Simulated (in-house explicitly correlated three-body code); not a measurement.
Computed with an exponentially correlated three-body code. Model: two electrons around a point charge, non-relativistic, variational in 260 exponentially correlated functions (energies converged to about 1e-7 hartree, or 1e-8 relative for large Z).

For two electrons in a singlet the Kohn-Sham orbital is the square root of half the density, so the exact Kohn-Sham potential and energy parts follow from the density alone, and exchange is minus half the Hartree energy. The Kohn-Sham level equals minus the binding energy of the second electron.

Command:
```bash
python run_hyl.py task.json out
```
Settings (lengths in bohr, energies in hartree):
```
Z                      3.74
interaction_strength   1
functions              260
states_tried           13
```

Time taken, with all properties: 37 s on 1 thread of AMD EPYC 7R13 Processor (Zen 3) (shared host).

**Converged states only, values per electron or pair.**

Given: nuclear charge 3.74.

```json
{"term": "1 1S", "mean r (bohr)": "0.44638", "mean r squared (bohr²)": "0.26974", "mean inverse r (1/bohr)": "3.4278", "mean r12 (bohr)": "0.66781", "mean inverse r12 (1/bohr)": "2.0288", "mean cosine": "-0.035187", "mean p1 dot p2 (bohr⁻²)": "0.38623", "delta r1 (bohr⁻³)": "13.891", "delta r12 (bohr⁻³)": "1.1985"}
{"term": "2 3S", "mean r (bohr)": "1.1494", "mean r squared (bohr²)": "2.2046", "mean inverse r (1/bohr)": "2.2433", "mean r12 (bohr)": "1.9594", "mean inverse r12 (1/bohr)": "0.60289", "mean cosine": "-0.010716", "mean p1 dot p2 (bohr⁻²)": "0.025356", "delta r1 (bohr⁻³)": "8.9356", "delta r12 (bohr⁻³)": "-"}
{"term": "2 1S", "mean r (bohr)": "1.2384", "mean r squared (bohr²)": "2.6179", "mean inverse r (1/bohr)": "2.2219", "mean r12 (bohr)": "2.1219", "mean inverse r12 (1/bohr)": "0.64562", "mean cosine": "-0.013527", "mean p1 dot p2 (bohr⁻²)": "0.030796", "delta r1 (bohr⁻³)": "8.8509", "delta r12 (bohr⁻³)": "0.16337"}
{"term": "2 3P", "mean r (bohr)": "1.0631", "mean r squared (bohr²)": "1.9015", "mean inverse r (1/bohr)": "2.2238", "mean r12 (bohr)": "1.8051", "mean inverse r12 (1/bohr)": "0.68139", "mean cosine": "-0.060636", "mean p1 dot p2 (bohr⁻²)": "-0.58673", "delta r1 (bohr⁻³)": "8.2103", "delta r12 (bohr⁻³)": "-"}
{"term": "2 1P", "mean r (bohr)": "?", "mean r squared (bohr²)": "?", "mean inverse r (1/bohr)": "?", "mean r12 (bohr)": "?", "mean inverse r12 (1/bohr)": "?", "mean cosine": "?", "mean p1 dot p2 (bohr⁻²)": "?", "delta r1 (bohr⁻³)": "?", "delta r12 (bohr⁻³)": "?"}
{"term": "3 3S", "mean r (bohr)": "?", "mean r squared (bohr²)": "?", "mean inverse r (1/bohr)": "?", "mean r12 (bohr)": "?", "mean inverse r12 (1/bohr)": "?", "mean cosine": "?", "mean p1 dot p2 (bohr⁻²)": "?", "delta r1 (bohr⁻³)": "?", "delta r12 (bohr⁻³)": "-"}
{"term": "3 1S", "mean r (bohr)": "2.5752", "mean r squared (bohr²)": "12.92", "mean inverse r (1/bohr)": "2.0251", "mean r12 (bohr)": "4.7707", "mean inverse r12 (1/bohr)": "0.29445", "mean cosine": "-0.0042665", "mean p1 dot p2 (bohr⁻²)": "0.0091704", "delta r1 (bohr⁻³)": "8.4765", "delta r12 (bohr⁻³)": "0.047943"}
{"term": "3 3P", "mean r (bohr)": "2.4075", "mean r squared (bohr²)": "11.343", "mean inverse r (1/bohr)": "2.0254", "mean r12 (bohr)": "4.4436", "mean inverse r12 (1/bohr)": "0.30271", "mean cosine": "-0.015799", "mean p1 dot p2 (bohr⁻²)": "-0.14608", "delta r1 (bohr⁻³)": "8.2959", "delta r12 (bohr⁻³)": "-"}
{"term": "3 1P", "mean r (bohr)": "2.5017", "mean r squared (bohr²)": "12.307", "mean inverse r (1/bohr)": "2.0212", "mean r12 (bohr)": "4.6217", "mean inverse r12 (1/bohr)": "0.30369", "mean cosine": "0.005354", "mean p1 dot p2 (bohr⁻²)": "0.14401", "delta r1 (bohr⁻³)": "8.3303", "delta r12 (bohr⁻³)": "0.010122"}
{"term": "4 3S", "mean r (bohr)": "4.2829", "mean r squared (bohr²)": "37.599", "mean inverse r (1/bohr)": "1.9592", "mean r12 (bohr)": "8.1784", "mean inverse r12 (1/bohr)": "0.16306", "mean cosine": "-0.0013901", "mean p1 dot p2 (bohr⁻²)": "0.0029208", "delta r1 (bohr⁻³)": "8.3943", "delta r12 (bohr⁻³)": "-"}
{"term": "4 1S", "mean r (bohr)": "4.4608", "mean r squared (bohr²)": "40.951", "mean inverse r (1/bohr)": "1.9569", "mean r12 (bohr)": "8.5326", "mean inverse r12 (1/bohr)": "0.16727", "mean cosine": "-0.0018248", "mean p1 dot p2 (bohr⁻²)": "0.0038592", "delta r1 (bohr⁻³)": "8.3885", "delta r12 (bohr⁻³)": "0.020025"}
{"term": "4 3P", "mean r (bohr)": "4.299", "mean r squared (bohr²)": "38.227", "mean inverse r (1/bohr)": "1.957", "mean r12 (bohr)": "8.2122", "mean inverse r12 (1/bohr)": "0.17045", "mean cosine": "-0.0063591", "mean p1 dot p2 (bohr⁻²)": "-0.057844", "delta r1 (bohr⁻³)": "8.3138", "delta r12 (bohr⁻³)": "-"}
{"term": "4 1P", "mean r (bohr)": "4.424", "mean r squared (bohr²)": "40.572", "mean inverse r (1/bohr)": "1.9552", "mean r12 (bohr)": "8.4583", "mean inverse r12 (1/bohr)": "0.17104", "mean cosine": "0.0021688", "mean p1 dot p2 (bohr⁻²)": "0.059614", "delta r1 (bohr⁻³)": "8.3274", "delta r12 (bohr⁻³)": "0.0044413"}
```

Q: What belongs in the row 2 1P?

A: mean r (bohr): 1.1277; mean r squared (bohr²): 2.1674; mean inverse r (1/bohr): 2.2086; mean r12 (bohr): 1.8929; mean inverse r12 (1/bohr): 0.67975; mean cosine: 0.019984; mean p1 dot p2 (bohr⁻²): 0.50962; delta r1 (bohr⁻³): 8.3464; delta r12 (bohr⁻³): 0.030107.

Q: What belongs in the row 3 3S?

A: mean r (bohr): 2.4424; mean r squared (bohr²): 11.52; mean inverse r (1/bohr): 2.0308; mean r12 (bohr): 4.509; mean inverse r12 (1/bohr): 0.28363; mean cosine: -0.0033025; mean p1 dot p2 (bohr⁻²): 0.0071286; delta r1 (bohr⁻³): 8.4936.

**Electric-dipole lines between converged S and P states, rate of the upper state's decay.**

```tsv
s state	p state	p minus s (eV)	oscillator strength from s	rate (1/s)
1 1S	2 1P	105.73	0.53165	8.5958e+10
1 1S	3 1P	119.68	0.12365	2.5617e+10
1 1S	4 1P	124.59	0.048168	1.0814e+10
2 1S	2 1P	1.8265	0.16112	7.7745e+06
2 1S	3 1P	15.778	0.29594	1.0656e+09
2 1S	4 1P	?	?	?
3 1S	2 1P	-13.426	-0.080687	6.3115e+08
3 1S	3 1P	0.52511	0.27716	1.1054e+06
3 1S	4 1P	5.4349	0.31124	1.3297e+08
4 1S	2 1P	?	?	?
4 1S	3 1P	-4.6908	-0.17676	1.6877e+08
4 1S	4 1P	0.21894	0.38434	266470
2 3S	2 3P	3.0501	0.23178	3.1188e+07
2 3S	3 3P	18.085	0.23897	1.1304e+09
2 3S	4 3P	23.254	0.068739	5.3764e+08
3 3S	2 3P	-14.229	-0.093921	8.2517e+08
3 3S	3 3P	0.80501	0.38665	3.6242e+06
3 3S	4 3P	5.9747	0.24793	1.2801e+08
4 3S	2 3P	-19.879	-0.018127	3.1084e+08
4 3S	3 3P	-4.8447	-0.20809	2.1193e+08
4 3S	4 3P	0.32506	0.53127	811950
```

Q: What belongs in the row 2 1S 4 1P?

A: p minus s (eV): 20.688; oscillator strength from s: 0.080295; rate (1/s): 4.9705e+08.

Q: What belongs in the row 4 1S 2 1P?

A: p minus s (eV): -18.642; oscillator strength from s: -0.016504; rate (1/s): 2.4888e+08.

**Functionals on the exact density and self-consistent, errors are functional minus exact, hybrids only self-consistent, a dash where a self-consistent run leaves the top level unbound.**

| result | exchange error (millihartree) | correlation error (millihartree) | functional driven error (millihartree) | density driven error (millihartree) | self consistent total error (millihartree) | top level plus exact binding (eV) |
| --- | --- | --- | --- | --- | --- | --- |
| PW91 | 29.092 | -8.7122 | 20.38 | -1.2435 | 19.137 | 19.73 |
| LDA PW92 | 296.9 | -102.59 | 194.3 | -2.2236 | 192.08 | 21.273 |
| wB97X | - | - | - | - | -18.036 | 12.779 |
| TPSS | -4.0211 | -2.5778 | -6.5989 | -0.31447 | -6.9134 | 18.53 |
| AM05 | 228.87 | -83.776 | 145.1 | -1.4907 | 143.61 | 21.161 |
| PBEsol | 127.3 | -14.085 | 113.22 | -1.2416 | 111.97 | 20.779 |
| PBE0 | - | - | - | - | 24.416 | 14.708 |
| r2SCAN | -4.4216 | 2.8013 | -1.6203 | -0.30275 | -1.9231 | 17.907 |
| revTPSS | -3.4867 | -5.1455 | -8.6322 | -0.19926 | -8.8314 | 18.205 |
| SCAN | -4.4216 | 2.8013 | -1.6203 | -0.30275 | -1.9231 | 17.907 |
| BLYP | ? | ? | ? | ? | ? | ? |
| BP86 | ? | ? | ? | ? | ? | ? |
| M06-L | -23.895 | -3.961 | -27.856 | -2.2851 | -30.141 | 17.693 |
| HSE06 | - | - | - | - | 21.809 | 15.107 |

Q: What belongs in the row BLYP?

A: exchange error (millihartree): 10.332; correlation error (millihartree): -4.6625; functional driven error (millihartree): 5.6696; density driven error (millihartree): -1.5026; self consistent total error (millihartree): 4.1669; top level plus exact binding (eV): 19.578.

Q: What belongs in the row BP86?

A: exchange error (millihartree): 10.332; correlation error (millihartree): -3.52; functional driven error (millihartree): 6.8121; density driven error (millihartree): -0.75793; self consistent total error (millihartree): 6.0541; top level plus exact binding (eV): 19.771.

**Density and exact potentials over r, pair density (one pair, times 4 pi r12^2) and exact minus Kohn-Sham pair density over r12.**

```csv
radius (bohr),radial density (electrons/bohr),exchange potential (hartree),intracule density (1/bohr),Coulomb hole against Kohn-Sham (1/bohr),correlation potential (hartree)
0.0562,0.72617,-3.3529,0.048816,-0.01301,-0.04
0.0653,0.91674,-3.3299,0.065827,-0.0169,-0.036
0.0759,1.1456,-3.3004,0.088656,-0.02179,-0.032
0.0883,1.4157,-3.2627,0.11928,-0.02784,-0.027
0.103,1.73,-3.2142,0.16067,-0.03524,-0.021
0.119,2.0552,-3.1577,0.21136,-0.04329,-0.015
0.139,2.4256,-3.083,0.28177,-0.05288,-0.007
0.161,2.7768,-2.9973,0.36638,-0.06228,0
0.188,3.12,-2.8893,0.47709,-0.07151,0.007
0.218,3.3886,-2.7682,0.60409,-0.07816,0.014
0.254,3.5673,-2.6245,0.75467,-0.08081,0.019
0.295,3.611,-2.4663,0.91417,-0.07713,0.023
0.343,3.4989,-2.2913,1.0734,-0.06551,0.024
0.399,3.2225,-2.1034,1.2108,-0.04556,0.023
0.464,2.8009,-1.9082,1.2994,-0.0194,0.02
0.539,?,?,?,?,?
0.627,1.717,-1.5184,1.2356,0.03122,0.012
0.729,1.1836,-1.334,1.0665,0.04364,0.008
0.848,?,?,?,?,?
0.986,0.40541,-1.0075,0.5731,0.03287,0.003
1.15,0.19144,-0.86731,0.33883,0.01865,0.002
1.33,0.080709,-0.75118,0.17565,0.007721,0.001
```

Q: What belongs in the row 0.539?

A: radial density (electrons/bohr): 2.2812; exchange potential (hartree): -1.7124; intracule density (1/bohr): 1.3135; Coulomb hole against Kohn-Sham (1/bohr): 0.008173; correlation potential (hartree): 0.016.

Q: What belongs in the row 0.848?

A: radial density (electrons/bohr): 0.7349; exchange potential (hartree): -1.1625; intracule density (1/bohr): 0.83035; Coulomb hole against Kohn-Sham (1/bohr): 0.04325; correlation potential (hartree): 0.005.

The density-driven part is never positive, since each functional's own density lowers its energy. Here it is small beside the functional-driven part (median ratio 0.061), the normal case.
